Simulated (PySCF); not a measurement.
C₄H₁₀Cl₂Si₂.
Cartesian coordinates in Å at the GFN2-xTB level; atoms count from 1:
```
atom  x, y, z in Å
Cl1    3.0741   -0.8900   -2.1567
Si2    2.7280   -0.4737   -0.2174
C3     1.5441    1.0129   -0.0959
Si4   -0.0702    0.9582   -1.0986
C5    -1.1555   -0.4699   -0.4872
Cl6   -0.5042   -2.0514   -0.9608
C7    -1.8707   -0.4256    0.8294
C8    -2.6498   -0.3752   -0.4458
H9     2.1897   -1.6560    0.4436
H10    4.0131   -0.1127    0.3863
H11    1.3031    1.1628    0.9564
H12    2.0841    1.9069   -0.4094
H13   -0.8314    2.1931   -0.8566
H14    0.1594    0.7697   -2.5300
H15   -1.9182   -1.3302    1.4168
H16   -1.7804    0.4759    1.4176
H17   -3.1010    0.5587   -0.7457
H18   -3.2229   -1.2471   -0.7225
```

Definitions: NICS(0) = −σiso at the ring centroid; NICS(1) = −σiso and NICS(1)zz = −σzz at ±1 Å along the ring normal z. Level: GIAO PBE0/pcSseg-1 (PySCF, non-relativistic, gas phase) on the GFN2-xTB geometry, one conformer.

Ring bond lengths (Å), with Mayer bond orders in brackets: C5–C7 1.499 (0.92), C7–C8 1.495 (0.96), C8–C5 1.498 (0.93).

Task: Give the NICS values of each ring in ppm.

Result: 
```json
{"ring": "C5–C7–C8", "type": "3-membered carbocycle; formal bonds all single", "NICS(0)": "-43.1", "NICS(1), two faces": "-7.5 / -9.5", "NICS(1)zz, two faces": "-19.1 / -24.1", "rms pucker (Å)": "0.00", "centre to ring atoms, mean (Å)": "0.86"}
```

Task: What do they say, and how far can they be read as aromaticity?

Result: 
- C5–C7–C8: mean NICS(1)zz -21.6 ppm, shielded. C5, C7, C8 have four or more neighbours; no verdict on aromaticity is drawn. The two faces differ by 5.0 ppm, so no symmetry operation interchanges them. NICS(0) lies 35 ppm below the mean NICS(1).
